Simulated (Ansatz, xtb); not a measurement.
# C5H8BrF: which of two isomers lies lower

Structure I is `F[C@@H]1CCC[C@H]1Br`, a singlet and structure II is `FC1(Br)CCCC1`, a singlet. Both are isolated molecules in the gas phase, relaxed with r2SCAN-D4/def2-SVP; each stands in its lowest conformer found.

Quicker runs give these differences E(II) − E(I): GFN2-xTB +0.033 eV; HF/STO-3G −0.156 eV (at GFN2-xTB geometries); r2SCAN-D4/def2-SVP//GFN2-xTB −0.085 eV.

Problem. Estimate which is lower in electronic energy at CCSD(T)/def2-SVP + ΔMP2/def2-TZVPP, and by roughly how much.

Solution. CCSD(T)/def2-SVP + ΔMP2/def2-TZVPP gives E(II) − E(I) = +0.034 eV, slightly favouring structure I, which is too small a margin to settle the true order.

Level by level:

| level | geometry | E(II) − E(I) (eV) | departure from the last row (eV) | job, with rough time for the two |
| --- | --- | --- | --- | --- |
| GFN2-xTB | GFN2-xTB | +0.033 | −0.001 | optimisation, 0.3 s |
| HF/STO-3G | GFN2-xTB | −0.156 | −0.190 | single point, 0.96 s |
| r2SCAN-D4/def2-SVP//GFN2-xTB | GFN2-xTB | −0.085 | −0.119 | single point, 13 s |
| r2SCAN-D4/def2-SVP | r2SCAN-D4/def2-SVP | −0.042 | −0.076 | optimisation, 1.7 min |
| HF/def2-SVP | r2SCAN-D4/def2-SVP | +0.077 | +0.043 | part of the CCSD(T) run |
| MP2/def2-SVP | r2SCAN-D4/def2-SVP | −0.001 | −0.035 | part of the CCSD(T) run |
| CCSD(T)/def2-SVP | r2SCAN-D4/def2-SVP | +0.009 | −0.025 | single point |
| CCSD(T)/def2-SVP + ΔMP2/def2-TZVPP | r2SCAN-D4/def2-SVP | +0.034 |  | single point, 6.2 min |

As drawn, both hold the same kinds of bond in the same numbers.

The largest departure from CCSD(T)/def2-SVP + ΔMP2/def2-TZVPP is that of HF/STO-3G, 0.190 eV. The last row adds to CCSD(T) the change of the MP2 difference between the two basis sets, here +0.025 eV.

With thermal terms from frequencies at re-optimised GFN2-xTB minima (ideal gas, soft modes damped towards free rotors, one conformer each, 298.15 K, 1 atm): on the last row, ΔE + ΔZPE = +0.024, ΔH = +0.032, ΔG = +0.018 eV.

The correlated steps freeze 15 core orbitals; the filled d shell of Br is correlated, in a basis made for valence electrons. Mirror images aren't counted in ΔG. Codes used: Ansatz 0.2.0, xtb 6.7.1; the last row on 2 threads of Arm Neoverse V1 on a shared host.
